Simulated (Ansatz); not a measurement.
Basis-set series for Cl₂H₆InNSi₂ (`[SiH3][N]([SiH3])[In]([Cl])[Cl]`). Charge 0, multiplicity 1. In: def2 effective core potential. Geometry: relaxed with PBE0-D4/def2-TZVP. It is one conformer, not always the lowest.

| functional | basis | functions | energy (Eh) | HOMO (eV) | LUMO (eV) |
| --- | --- | --- | --- | --- | --- |
| PBE0-D4 | def2-TZVPP | 333 | -1747.49853 | -8.00 | -2.44 |
| PBE0-D4 | def2-QZVPP | 599 | -1747.55100 | -8.01 | -2.47 |
| ωB97M-V | def2-TZVPP | 333 | -1747.93780 | -10.24 | -0.52 |
| ωB97M-V | def2-QZVPP | 599 | -1747.98695 | -10.26 | -0.64 |

(1) Give the rows for def2-SVP. (An estimate is asked.)

Answers

(1) Computed: 
| functional | basis | functions | energy (Eh) | HOMO (eV) | LUMO (eV) |
| --- | --- | --- | --- | --- | --- |
| PBE0-D4 | def2-SVP | 142 | -1746.89636 | -7.89 | -2.30 |
| ωB97M-V | def2-SVP | 142 | -1747.33540 | -10.08 | -0.28 |
